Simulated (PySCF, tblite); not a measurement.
C₆H₁₃BS₂.
Numbering: `[BH2:1][C@@H:2]1[C@@H:3]([S:4][CH3:5])[C@:6]1([CH3:7])[S:8][CH3:9]` (hydrogens: H10, H11 on B1; H12 on C2; H13 on C3; H14, H15, H16 on C5; H17, H18, H19 on C7; H20, H21, H22 on C9)

Jobs on this species (22 atoms, 86 electrons) with PySCF (density fitting) and tblite. Hardware of each: one thread of an Arm Neoverse N1, no GPU, shared host. Times come from a shared host and carry two figures at best.

Question: Rank these jobs by wall time, shortest first.
A. GFN2-xTB; Hessian by finite differences
B. GFN2-xTB; L-BFGS relaxation
C. PBE0/pcSseg-1; shieldings, ring-centre shieldings, charges and field gradients; 232 basis functions

Answer: A (1.9 s), B (3.2 s), C (1.9 min).

All jobs:

```json
{"level and settings": "GFN2-xTB", "work": "Hessian by finite differences", "basis functions": "–", "SCF cycles": "–", "wall time": "1.9 s"}
{"level and settings": "GFN2-xTB", "work": "L-BFGS relaxation", "basis functions": "–", "SCF cycles": "–", "wall time": "3.2 s"}
{"level and settings": "PBE0/pcSseg-1", "work": "shieldings, ring-centre shieldings, charges and field gradients", "basis functions": "232", "SCF cycles": "14", "wall time": "1.9 min"}
```

What do all jobs in the table cost together?

About 2.0 min; the longest takes about 96 % of that, and about 60 times as long as the shortest.
